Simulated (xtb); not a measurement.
C₅H₇F, SMILES C1C[C@@H](C=1C)F. All values are semi-empirical tight-binding results from xtb (GFN2-xTB unless named), good for trends rather than for accurate numbers. The structure is a stationary point at GFN2-xTB. The structure was generated by enumeration; whether it is a known compound was not checked.

Optimised geometry:

Bonds (Å): C1–C2 1.480, C1–H7 1.090, C1–H8 1.087, C1–H9 1.090, C2–C3 1.334, C2–C5 1.513, C3–C4 1.506, C3–H10 1.074, C4–C5 1.549, C4–H11 1.089, C4–H12 1.088, C5–F6 1.375, C5–H13 1.094. Bond angles (°): C2–C1–H7 109.9, C2–C1–H8 110.5, C2–C1–H9 110.2, H7–C1–H8 109.3, H7–C1–H9 107.7, H8–C1–H9 109.2, C1–C2–C3 136.8, C1–C2–C5 130.1, C3–C2–C5 93.1, C2–C3–C4 95.1, C2–C3–H10 134.0, C4–C3–H10 130.9, C3–C4–C5 85.3, C3–C4–H11 116.7, C3–C4–H12 115.0, C5–C4–H11 115.5, C5–C4–H12 112.9, H11–C4–H12 109.7, C2–C5–C4 86.5, C2–C5–F6 116.2, C2–C5–H13 116.3, C4–C5–F6 114.9, C4–C5–H13 115.9, F6–C5–H13 106.5.
Charge 0, spin multiplicity 1.

Problem. Estimate the properties. (The exact figures need the calculation; the answer reports its results.)

Solution. 
| Quantity | Result |
|---|---|
| orbital gap | 4.95 eV |
| dipole moment | 2.17 D |
| zero-point energy | 65.7 kcal/mol |
| G − E(el) at 298.15 K (modified RRHO) | 47.0 kcal/mol |
| static polarisability (D4 model) | 57.4 bohr³ |
| solvation energy, GFN2-xTB/ALPB(water) | -2.3 kcal/mol |
| solvation energy, GFN2-xTB/ALPB(ch2cl2) | -4.8 kcal/mol |

Problem. Give the IR lines (harmonic; lines under 4 % of the strongest left out, lines within 3 cm⁻¹ merged). (The exact figures need the calculation; the answer reports its results.)

Solution. ν (cm⁻¹): 181 (w), 207 (w), 410 (w), 550 (w), 775 (w), 848 (s), 942 (w), 981 (w), 998 (m), 1011 (w), 1033 (m), 1073 (w), 1102 (vs), 1150 (m), 1197 (m), 1223 (w), 1266 (w), 1298 (s), 1392 (w), 1462 (w), 1469 (m), 1725 (m), 2928 (s), 2991 (s), 2997 (m), 3011 (s), 3043 (m), 3134 (s) (against the strongest line: vs over 80 %, s over 45 %, m over 15 %, w over 4 %, vw less)

Computed atomic charges and the Wiberg bond orders between heavy atoms:
charges (e) C1 -0.11, C2 0.00, C3 -0.05, C4 -0.07, C5 0.14, F6 -0.25, H7 0.06, H8 0.05, H9 0.05, H10 0.04, H11 0.04, H12 0.06, H13 0.04. Bond orders C1–C2 1.04, C2–C3 1.86, C3–C4 1.02, C2–C5 0.98, C4–C5 0.98, C5–F6 0.93.
